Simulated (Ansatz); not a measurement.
One change: `CC(C)(C)O[Si]OC(C)(C)C` becomes `CC(C)(C)O[Si]O`.

Ansatz, PBE0-D4/def2-TZVP geometries, multiplicity 1. Each molecule was computed in one conformer, which needn't be the lowest.

```tsv
property	`CC(C)(C)O[Si]OC(C)(C)C`
HOMO energy (B3LYP/def2-TZVPP) / eV	-6.27
LUMO energy (PBE/def2-TZVPP) / eV	-1.58
LUMO energy (B3LYP/def2-TZVPP) / eV	-0.96
size of the dipole moment (ωB97M-V/def2-TZVPP) / D	2.01
HOMO energy (PBE0/def2-TZVPP) / eV	-6.46
LUMO energy (PBE0/def2-TZVPP) / eV	-0.78
```

Task: What does the change do to each property? (Estimate.)

Result: Computed: 
```json
{"property": "HOMO energy (B3LYP/def2-TZVPP) / eV", "`CC(C)(C)O[Si]O`": "-6.57", "shift": "-0.30"}
{"property": "LUMO energy (PBE/def2-TZVPP) / eV", "`CC(C)(C)O[Si]O`": "-1.74", "shift": "-0.16"}
{"property": "LUMO energy (B3LYP/def2-TZVPP) / eV", "`CC(C)(C)O[Si]O`": "-1.12", "shift": "-0.16"}
{"property": "size of the dipole moment (ωB97M-V/def2-TZVPP) / D", "`CC(C)(C)O[Si]O`": "2.60", "shift": "0.59"}
{"property": "HOMO energy (PBE0/def2-TZVPP) / eV", "`CC(C)(C)O[Si]O`": "-6.75", "shift": "-0.29"}
{"property": "LUMO energy (PBE0/def2-TZVPP) / eV", "`CC(C)(C)O[Si]O`": "-0.93", "shift": "-0.15"}
```

With PBE0 the HOMO falls by 0.29 eV and the LUMO falls by 0.15 eV, so the gap widens by about 0.14 eV. PBE moves the HOMO by -0.28 eV and ωB97M-V by -0.30 eV. Dipoles are sizes alone; their direction can turn.

B3LYP here is the variant with VWN-RPA as its local correlation; programs differ in this.
